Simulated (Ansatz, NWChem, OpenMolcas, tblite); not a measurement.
# SiBrCl3 (bromotrichlorosilane): methods side by side

SiBrCl3: 5 atoms, total charge 0, spin state singlet. As SMILES, `Cl[Si](Cl)(Cl)Br`. The coordinates come from a PBE0-D4/def2-TZVP relaxation.

Quantity: the HOMO–LUMO gap, in eV. The values are calculated.

```
          level                    kind     program  value (eV)   CPU time
       GFN2-xTB          semi-empirical      tblite        6.80  under 2 s
     HF/cc-pVDZ            Hartree–Fock  OpenMolcas       15.21       14 s
  SVWN5/cc-pVDZ                     LDA      Ansatz        5.72      8.6 s
    PBE/cc-pVDZ                     GGA      NWChem        5.84    3.1 min
   TPSS/cc-pVDZ                meta-GGA  OpenMolcas        6.16       41 s
r2SCAN0/cc-pVDZ         hybrid meta-GGA      Ansatz        8.57       41 s
wB97M-V/cc-pVDZ  range-separated hybrid      Ansatz       12.43    2.2 min
 B2PLYP/cc-pVDZ           double hybrid      NWChem       10.70    4.4 min
```

All-electron rows without a relativistic Hamiltonian named are non-relativistic. The values span 5.72 to 15.21 eV. Orbital gaps aren't excitation energies, and those of double hybrids come from the SCF part alone; they tend to grow with the share of exact exchange. Times are those of the runs behind each value, whatever else they computed, on shared processors of several kinds: orders of magnitude only.
